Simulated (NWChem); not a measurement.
**Total energies of HSe**

```xyz
2

Se     0.0000     0.0000     0.0421
H      0.0000     0.0000    -1.4314
```
Charge 0, spin multiplicity 2.

All runs are NWChem calculations. All single points use one geometry, from UPBE0/def2-SVP, a minimum by its harmonic frequencies.

Basis set: def2-TZVP (54 functions).

```csv
method,total energy (Ha),relative cost
UHF,-2400.40954,1
UMP2,-2400.65417,under 3
UB2PLYP,-2401.73390,under 3
UPBE,-2401.74961,under 3
UB3LYP,-2402.15352,under 3
UCAM-B3LYP,-2402.23961,under 3
```

Total energies of different functionals aren't comparable as a measure of quality: only differences taken within one method are. The cost column gives rough processor time relative to UHF; each entry includes its own SCF.

The Hamiltonian is non-relativistic. The correlated methods keep 9 core orbitals frozen. B3LYP has NWChem's definition, with VWN1-RPA local correlation. GW and range-separated runs recompute their integrals, the others keep them in memory, which bears on the times. The structure started from a generated list of species. The unpaired electrons of the parent sit in orbitals of symmetry b2 (C2v labels of the run); other states weren't searched. No SCF solution was tested for a lower state. Open-shell Hartree-Fock references start from PBE0 orbitals; any time given for them includes that run.
